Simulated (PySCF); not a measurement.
Task: Give a GFN2-xTB geometry of InChI=1S/C4H12Si/c1-5(2,3)4/h1-4H3.

Result: 
```
atom  x, y, z in Å
C1    -0.4066   -1.2134   -1.4194
Si2   -0.0012   -0.0007   -0.0018
C3     0.0081    1.7855   -0.6754
C4    -1.3198   -0.1549    1.3703
C5     1.7161   -0.4155    0.7216
H6    -1.3797   -1.0036   -1.8532
H7    -0.4187   -2.2416   -1.0702
H8     0.3270   -1.1480   -2.2173
H9     0.2425    2.5019    0.1064
H10   -0.9581    2.0579   -1.0892
H11    0.7465    1.9077   -1.4621
H12   -2.3121    0.0753    0.9941
H13   -1.3509   -1.1605    1.7791
H14   -1.1170    0.5258    2.1917
H15    1.7463   -1.4264    1.1171
H16    2.4931   -0.3368   -0.0328
H17    1.9775    0.2592    1.5312
```

Orientation and origin are arbitrary. Atoms count from 1 in this order. All 4 C–Si bonds measure 1.909 Å. Si2 (four-coordinate silicon) is tetrahedral (angles from 109.4° to 109.6°).

Bonds between heavy atoms (Å): C1–Si2 1.909, Si2–C3 1.909, Si2–C4 1.909, Si2–C5 1.909.

Computed geometry: GFN2-xTB, gas phase.

Point group: Td (every atom within 0.08 Å of its image). Not checked by GFN2-xTB frequencies.
